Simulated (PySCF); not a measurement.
Two-dimensional NMR puzzle

Compound of formula C₆H₁₃N₃Si. Correlations simulated from computed shifts and the bond graph:

HSQC (one-bond C–H):
```csv
δH,δC
2.44,12.8
0.40,-0.8
```

COSY cross peaks (H two or three bonds apart, from the bond graph; peaks can be absent where the dihedral angle is near 90°):
```csv
δH,δH
5.54,0.40
```

HMBC (two and three bonds, from the bond graph):
```csv
δH,δC
5.54,-0.8
2.44,149.3
0.40,-0.8
```

Carbons without hydrogens: δ 149.3.

Theory: structure optimised with GFN2-xTB, PBE0/pcSseg-1 with gauge-including orbitals, in PySCF 2.14 (a single conformation, no solvent, equivalent nuclei averaged, non-relativistic Hamiltonian).

δ = σ(ref) − σ, references computed at the same level: 1H (σ = 31.72 ppm), 13C (σ = 186.93 ppm) vs TMS.

Exchangeable hydrogens are left out of these lists.

Assemble the structure.

## Answers

SMILES Cc1nn([SiH](C)C)nc1C.

Structure with atom numbers: `[CH3:1][c:2]1[n:3][n:4]([SiH:5]([CH3:6])[CH3:7])[n:8][c:9]1[CH3:10]`. Hydrogens are named by the atom that carries them.

- δC 149.3 is C2/C9, a substituted aromatic carbon next to a ring nitrogen.
- δC 12.8 is C1/C10, a methyl carbon on an aromatic ring (δH 2.44).
- δC -0.8 is C6/C7, a methyl carbon bonded to Si (δH 0.40).
- HMBC from δH 2.44 reaches the proton-free carbon C2/C9.
- COSY links 5.54–0.40.

The data come from this structure; uniqueness wasn't tested.

Shifts are as computed. Against solution values, carbons near 30 ppm lie about +3 ppm off and those near 130 ppm about +5 ppm. Of 1211 compounds with measured shifts, 218 miss one by over three times the rms of a fit or turn the order of signals round; such compounds aren't used in these exercises.
